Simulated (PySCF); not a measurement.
This PySCF input asks for the NMR shieldings of `N#C[Si@@H]1[C@H](C=O)C[Si@@H]1C[SiH3]`, C5H11NOSi3; the geometry comes from GFN2-xTB.

```python
import basis_set_exchange as bse
import numpy as np
from pyscf import gto, dft
from pyscf.prop import nmr

atoms = """
N    -0.766233   -3.334335   -0.149811
C    -0.821632   -2.348303    0.432617
Si   -0.798213   -0.732327    1.367692
C    -2.033911    0.559724    0.526683
C    -2.254160    0.014808   -0.815149
O    -1.529641    0.203522   -1.765531
C    -1.133180    1.809869    0.519398
Si    0.614161    1.029791    0.747281
C     1.624529    0.765923   -0.834406
Si    2.942751   -0.604913   -0.743009
H    -1.363837   -1.147287    2.663080
H    -2.975795    0.685597    1.056157
H    -3.129037   -0.660175   -0.899281
H    -1.400580    2.466795    1.346770
H    -1.270820    2.378883   -0.399234
H     1.404556    1.675734    1.810956
H     2.103061    1.706438   -1.110550
H     0.928784    0.525324   -1.639080
H     2.300363   -1.872058   -0.393451
H     3.908537   -0.248565    0.303953
H     3.641377   -0.702800   -2.025556
"""
names = dict.fromkeys(["N", "C", "Si", "O", "H"], "pcSseg-1")
basis = {el: gto.basis.parse(bse.get_basis(n, elements=[el], fmt="nwchem")) for el, n in names.items()}
mol = gto.M(atom=atoms, basis=basis, charge=0, verbose=0)
mf = dft.RKS(mol, xc="PBE0")
mf.grids.level = 2
mf.grids.alignment = dft.numint.BLKSIZE   # the property module wants whole blocks of grid points
mf.conv_tol = 1e-9
mf.kernel()

calc = nmr.RKS(mf)   # GIAO
C = mf.mo_coeff
Co = C[:, mf.mo_occ > 0]
resp = mf.gen_response(singlet=True, hermi=2)
def vind(x):   # induced exchange potential for any number of trial vectors
    d = np.einsum("pi,xij,qj->xpq", C, 2 * x.reshape(-1, C.shape[1], Co.shape[1]), Co, optimize=True)
    return np.einsum("xpq,pi,qj->xij", resp(d - d.transpose(0, 2, 1)), C, Co, optimize=True).ravel()
mo1, _ = nmr.rhf.solve_mo1(calc, with_cphf=vind)
sigma = calc.kernel(mo1)
for i, s in enumerate(sigma):   # ppm
    print("%2d %-2s %9.2f" % (i, mol.atom_pure_symbol(i), np.trace(s) / 3))
```

Problem. What are the results?

Solution. 
```
 0 N    -108.95
 1 C      63.55
 2 Si    403.21
 3 C     137.32
 4 C     -19.58
 5 O    -298.24
 6 C     170.26
 7 Si    356.30
 8 C     194.82
 9 Si    426.54
10 H      26.44
11 H      28.22
12 H      21.59
13 H      30.14
14 H      29.63
15 H      26.44
16 H      31.31
17 H      29.99
18 H      27.55
19 H      27.87
20 H      27.51
```

These numbers come from an equivalent density-fitted implementation of the same equations, which agrees with the script to about 0.01 ppm for H and up to a few tenths of a ppm for heavy atoms, so last digits may differ.

Problem. Turn these shieldings into chemical shifts. Referencing at the same level of theory: 15N (σref 267.73) vs NH3; TMS for 13C (σref 186.93) and 29Si (σref 349.16) and 1H (σref 31.72); 17O (σref 336.08) vs H2O.

Solution. Averaging equivalent atoms: N 0: 376.7; C 4: 206.5; C 1: 123.4; C 3: 49.6; C 6: 16.7; C 8: -7.9; Si 7: -7.1; Si 2: -54.1; Si 9: -77.4; O 5: 634.3; H 12: 10.13; H 10: 5.28; H 15: 5.28; H 18/19/20: 4.07; H 11: 3.50; H 14: 2.08; H 17: 1.73; H 13: 1.58; H 16: 0.41 ppm. Unscaled 17O shifts of doubly bonded oxygen tend to come out too high, by tens of ppm or more. Experimental scales use liquid or dissolved standards, which lie at an offset from isolated NH3 (liquid NH3: subtract about 20 ppm) and H2O (liquid H2O: subtract about 36 ppm). Unscaled 15N shifts of sp2 nitrogen come out 20 to 40 ppm too high even then.

Size and cost of the density-fitted run: 246 basis functions, 82 s wall time on 1 thread of an Arm Neoverse V1, shared host; peak memory 1.1 GiB.
